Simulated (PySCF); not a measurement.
H₈NSi₂, SMILES [SiH3][NH2+][SiH3], charge +1.

The structure is a stationary point at PBE0-D3(BJ)/def2-SVP. The isomer is the one that the SMILES or the coordinates give; other isomers of the formula were not compared.

Calculation: SMD-M06-2X/def2-SVP in PySCF.

Solvation free energies are E(SMD) − E(gas) at the gas-phase geometry, for 1 M in both phases.

```tsv
solvent	ΔG(solv) (kcal/mol)	its non-electrostatic (CDS) part
water	-57.5	4.3
tetrahydrofuran	-53.2	0.5
toluene	___	___
```

Some entries are withheld; supply them. (An estimate is asked for; the answer gives what the named calculation found.)


- toluene, ΔG(solv) (kcal/mol): -35.5
- toluene, its non-electrostatic (CDS) part: -0.1
